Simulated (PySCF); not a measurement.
**GeSe and its ions**

PBE; basis Ge cc-pVDZ-PP with ECP10, Se cc-pVDZ-PP with ECP10; scalar-relativistic core potentials; PySCF 2.14. Neutral (UKS): singlet (closed shell), Re = 2.178 Å, ωe = 387 cm⁻¹, De = 5.34 eV, HOMO -6.38 eV, LUMO -3.09 eV.

GeSe⁺ (UKS): doublet (π ↑), Re = 2.334 Å, ωe = 307 cm⁻¹, De = 3.74 eV to Ge⁺ + Se. The energies at the minima are -667.81391 hartree for GeSe and -667.46724 for GeSe⁺.

Work out the adiabatic ionisation energy, without and with harmonic zero-point energies (1 hartree = 27.2114 eV, 1 eV = 8065.5 cm⁻¹), and the change of the bond length.

At PBE: 0.34667 hartree = 9.433 eV between the minima; the zero-point term (307.0 − 387.0)/2 cm⁻¹ = -0.005 eV makes it 9.428 eV. Re changes by +15.6 pm against the neutral. Minus the HOMO energy is 6.38 eV, -3.05 eV from the value between the minima; self-interaction puts the Kohn–Sham level too high, less so with exact exchange. The electron leaves a π orbital, and the longer bond of the ion fits a bonding orbital, or a change in how ionic the bond is.

Spin–orbit coupling is left out. For an ion De counts to the pair picked by the measured ionisation energies or electron affinities, which need not be the lowest pair at this level. States were picked by a PBE0 search and need not be the measured ground states.
